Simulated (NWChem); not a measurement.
System: boroxine (B3H3O3); SMILES B1OBOBO1

Here is an NWChem input.

```
start job
memory heap 200 mb stack 900 mb global 1100 mb
geometry units angstroms noautosym nocenter noautoz
  B      1.316889     0.396667     0.000000
  O      0.312924     1.330301     0.000000
  B     -1.001968     0.942126     0.000000
  O     -1.308536    -0.394151     0.000000
  B     -0.314921    -1.338793     0.000000
  O      0.995613    -0.936150     0.000000
  H      2.467815     0.742820     0.000000
  H     -1.877209     1.765780     0.000000
  H     -0.590606    -2.508600     0.000000
end
basis spherical
  B library 6-31+g*
  O library 6-31+g*
  H library 6-31+g*
end
dft
  xc xpbe96 cpbe96
  iterations 150
end
property
  response 1 0.0
end
task dft property
```

Excerpt of the output:

```
             Northwest Computational Chemistry Package (NWChem) 7.3.0
             --------------------------------------------------------

                             Geometry "geometry" -> ""
                             -------------------------

 Output coordinates in angstroms (scale by  1.889725989 to convert to a.u.)

  No.       Tag          Charge          X              Y              Z
 ---- ---------------- ---------- -------------- -------------- --------------
    1 B                    5.0000     1.31688900     0.39666700     0.00000000
    2 O                    8.0000     0.31292400     1.33030100     0.00000000
    3 B                    5.0000    -1.00196800     0.94212600     0.00000000
    4 O                    8.0000    -1.30853600    -0.39415100     0.00000000
    5 B                    5.0000    -0.31492100    -1.33879300     0.00000000
    6 O                    8.0000     0.99561300    -0.93615000     0.00000000
    7 H                    1.0000     2.46781500     0.74282000     0.00000000
    8 H                    1.0000    -1.87720900     1.76578000     0.00000000
    9 H                    1.0000    -0.59060600    -2.50860000     0.00000000

 Effective nuclear repulsion energy (a.u.)     201.5012964812

  pbe96 is a nonlocal functional; adding pw91lda local functional.
                              NWChem Property Module
                              ----------------------

                                 NWChem DFT Module
                                 -----------------

 Summary of "ao basis" -> "ao basis" (spherical)
 ------------------------------------------------------------------------------
       Tag                 Description            Shells   Functions and Types
 ---------------- ------------------------------  ------  ---------------------
 B                          6-31+g*                  8       18   4s3p1d
 O                          6-31+g*                  8       18   4s3p1d
 H                          6-31+g*                  2        2   2s

            General Information
            -------------------
          SCF calculation type: DFT
          Wavefunction type:  closed shell.
          No. of atoms     :     9
          No. of electrons :    42
           Alpha electrons :    21
            Beta electrons :    21
          Charge           :     0
          Spin multiplicity:     1
          Use of symmetry is: off; symmetry adaption is: off
          Maximum number of iterations: 150
          AO basis - number of functions:   114
                     number of shells:    54
          Convergence on energy requested:  1.00D-06
          Convergence on density requested:  1.00D-05
          Convergence on gradient requested:  5.00D-04

              XC Information
              --------------
          PerdewBurkeErnzerhof Exchange Functional  1.000
            Perdew 1991 LDA Correlation Functional  1.000 local
           PerdewBurkeErnz. Correlation Functional  1.000 non-local

             Grid Information
             ----------------
          Grid used for XC integration:  medium
          Radial quadrature: Mura-Knowles
          Angular quadrature: Lebedev.
          Tag              B.-S. Rad. Rad. Pts. Rad. Cut. Ang. Pts.
          ---              ---------- --------- --------- ---------
          B                   0.85       49          13.0       434
          O                   0.60       49          12.0       434
          H                   0.35       45          12.0       434
          Grid pruning is: on
          Number of quadrature shells:   429
          Spatial weights used:  Erf1

      Superposition of Atomic Density Guess
      -------------------------------------

 Sum of atomic energies:        -299.35461710

      Non-variational initial energy
      ------------------------------

 Total energy =    -302.194311
 1-e energy   =    -807.313669
 2-e energy   =     303.618062
 HOMO         =      -0.430843
 LUMO         =       0.031079

   convergence    iter        energy       DeltaE   RMS-Dens  Diis-err
 ---------------- ----- ----------------- --------- --------- ---------
 d= 0,ls=0.0,diis     1   -301.7842368181 -5.03D+02  1.66D-02  1.31D+00
 d= 0,ls=0.0,diis     2   -301.5423141501  2.42D-01  8.75D-03  4.04D+00
 d= 0,ls=0.0,diis     3   -301.9364043478 -3.94D-01  1.55D-03  5.16D-02
 d= 0,ls=0.0,diis     4   -301.9407942471 -4.39D-03  7.22D-04  5.34D-03
 d= 0,ls=0.0,diis     5   -301.9415100338 -7.16D-04  8.22D-05  7.03D-05
  Resetting Diis
 d= 0,ls=0.0,diis     6   -301.9415211638 -1.11D-05  5.26D-06  1.49D-07
 d= 0,ls=0.0,diis     7   -301.9415211925 -2.87D-08  1.03D-06  8.44D-09

         Total DFT energy =     -301.941521192470
      One electron energy =     -811.196928905216
           Coulomb energy =      346.623910900338
    Exchange-Corr. energy =      -38.869799668750
 Nuclear repulsion energy =      201.501296481157

 Numeric. integr. density =       42.000034943441

                       DFT Final Molecular Orbital Analysis
                       ------------------------------------

 Vector   19  Occ=2.000000D+00  E=-3.480560D-01
              MO Center=  5.2D-01,  1.1D-01,  1.3D-09, r^2= 2.2D+00
   Bfn.  Coefficient  Atom+Function         Bfn.  Coefficient  Atom+Function
  ----- ------------  ---------------      ----- ------------  ---------------
    95     -0.441594  6 O  pz                23      0.419531  2 O  pz
    99     -0.288271  6 O  pz                27      0.273867  2 O  pz
    41      0.150659  3 B  pz                77     -0.143133  5 B  pz
   103     -0.051221  6 O  pz                31      0.048664  2 O  pz
    45      0.042618  3 B  pz                81     -0.040487  5 B  pz

 Vector   20  Occ=2.000000D+00  E=-2.956772D-01
              MO Center=  1.0D-02, -5.3D-03,  7.3D-12, r^2= 4.0D+00
   Bfn.  Coefficient  Atom+Function         Bfn.  Coefficient  Atom+Function
  ----- ------------  ---------------      ----- ------------  ---------------
    57      0.343165  4 O  px                22      0.282922  2 O  py
    61      0.210953  4 O  px                21      0.198663  2 O  px
   110     -0.193946  7 H  s                 93      0.184083  6 O  px
    58      0.182656  4 O  py                26      0.174968  2 O  py
   114      0.163256  9 H  s                109     -0.157841  7 H  s

 Vector   21  Occ=2.000000D+00  E=-2.956769D-01
              MO Center= -1.0D-02,  5.3D-03,  1.6D-11, r^2= 4.0D+00
   Bfn.  Coefficient  Atom+Function         Bfn.  Coefficient  Atom+Function
  ----- ------------  ---------------      ----- ------------  ---------------
    94      0.299860  6 O  py                22      0.285280  2 O  py
    93     -0.274505  6 O  px               112     -0.206230  8 H  s
    57     -0.199491  4 O  px                98      0.180528  6 O  py
    26      0.170270  2 O  py                97     -0.169046  6 O  px
   111     -0.167838  8 H  s                 96     -0.141604  6 O  s

 Vector   22  Occ=0.000000D+00  E=-6.239615D-02
              MO Center= -5.8D-01,  2.8D-01, -1.9D-09, r^2= 3.9D+00
   Bfn.  Coefficient  Atom+Function         Bfn.  Coefficient  Atom+Function
  ----- ------------  ---------------      ----- ------------  ---------------
    45      0.473681  3 B  pz                41      0.468525  3 B  pz
    49      0.334312  3 B  pz                81     -0.298712  5 B  pz
    77     -0.295467  5 B  pz                95      0.229639  6 O  pz
    85     -0.210821  5 B  pz                99      0.202163  6 O  pz
     9     -0.174962  1 B  pz                 5     -0.173055  1 B  pz

 Vector   23  Occ=0.000000D+00  E=-6.239557D-02
              MO Center=  5.8D-01, -2.8D-01,  9.6D-10, r^2= 3.9D+00
   Bfn.  Coefficient  Atom+Function         Bfn.  Coefficient  Atom+Function
  ----- ------------  ---------------      ----- ------------  ---------------
     9      0.445940  1 B  pz                 5      0.441091  1 B  pz
    81     -0.374494  5 B  pz                77     -0.370419  5 B  pz
    13      0.314732  1 B  pz                85     -0.264308  5 B  pz
    59      0.216197  4 O  pz                63      0.190331  4 O  pz
    23     -0.181553  2 O  pz                27     -0.159827  2 O  pz

 Vector   24  Occ=0.000000D+00  E=-9.946550D-03
              MO Center=  1.3D-05, -7.3D-06,  1.3D-07, r^2= 9.4D+00
   Bfn.  Coefficient  Atom+Function         Bfn.  Coefficient  Atom+Function
  ----- ------------  ---------------      ----- ------------  ---------------
    13      0.321347  1 B  pz                49      0.321350  3 B  pz
    85      0.321342  5 B  pz                 9      0.239781  1 B  pz
    45      0.239772  3 B  pz                81      0.239777  5 B  pz
    23     -0.219759  2 O  pz                59     -0.219758  4 O  pz
    95     -0.219764  6 O  pz                27     -0.192544  2 O  pz

     Multipole analysis of the density
     ---------------------------------

     L   x y z        total         alpha         beta         nuclear
     -   - - -        -----         -----         ----         -------
     0   0 0 0     -0.000000    -21.000000    -21.000000     42.000000

     1   1 0 0      0.000010     -0.000003     -0.000003      0.000015
     1   0 1 0     -0.000007     -0.000003     -0.000003      0.000000
     1   0 0 1     -0.000000     -0.000000     -0.000000      0.000000

     2   2 0 0    -28.081378    -97.176609    -97.176609    166.271839
     2   1 1 0     -0.000018     -0.000020     -0.000020      0.000023
     2   1 0 1      0.000000      0.000000      0.000000      0.000000
     2   0 2 0    -28.081344    -97.176583    -97.176583    166.271823
     2   0 1 1     -0.000000     -0.000000     -0.000000      0.000000
     2   0 0 2    -23.713741    -11.856871    -11.856871      0.000000

 *** CALLING NEW AORESP DRIVER FOR CLOSED AND OPEN SHELLS ***
 Entering AOResponse driver routine

--------------------------------------------------------------------------------

          -----------------------------------------------
          Solving response equations for perturbing field
          -----------------------------------------------

 number of frequencies:     1
 frequency in a.u.:  0.0000000E+00
 Perturbing field: electric
 Using El. Dipole Length Gauge

 Setting up CPKS with frequency omega =      0.00000000 a.u.

 STATIC response

                                NWChem CPHF Module
                                ------------------

  scftype          =     RHF
  nclosed          =       21
  nopen            =        0
  variables        =     1953
  # of vectors     =        3
  tolerance        = 0.10D-03
  level shift      = 0.00D+00
  max iterations   =       50
  max subspace     =       30

 SCF residual:    2.2318886147437681E-004

Iterative solution of linear equations
  No. of variables     1953
  No. of equations        3
  Maximum subspace       30
        Iterations       50
       Convergence  1.0D-04

   iter   nsub   residual    time
   ----  ------  --------  ---------
     1      3    3.58D+00      19.4
     2      6    2.51D+00      22.8
     3      9    5.02D-01      26.4
     4     12    6.84D-02      29.9
     5     15    5.29D-03      33.6
     6     18    7.46D-04      37.7
     7     21    4.17D-05      41.7

 Electric Dipole Response Matrix (nonzero elements):

              1        2        3
    1   51.9084   0.0000  -0.0000
    2    0.0000  51.9084   0.0000
    3   -0.0000   0.0000  30.8052

 ------------------------------------------
 average:        44.87402 + I       0.00000

 DFT Linear Response polarizability / au
 Frequency  =       0.0000000 / au
              X              Y              Z
 -----------------------------------------------
 X      51.9084262      0.0000346     -0.0000000
 Y       0.0000343     51.9083872      0.0000000
 Z      -0.0000000      0.0000000     30.8052391
 -----------------------------------------------
 Eigenvalues =      51.9084464     51.9083670     30.8052391
 Isotropic   =      44.8740175
 Anisotropic =      21.1031676
 -----------------------------------------------

 Magnetic Dipole Response Matrix (nonzero elements):

 Exiting AOResponse driver routine
```

Level: PBE/6-31+G* (spherical d). Coordinates come from a PBE0/def2-SVP optimisation.
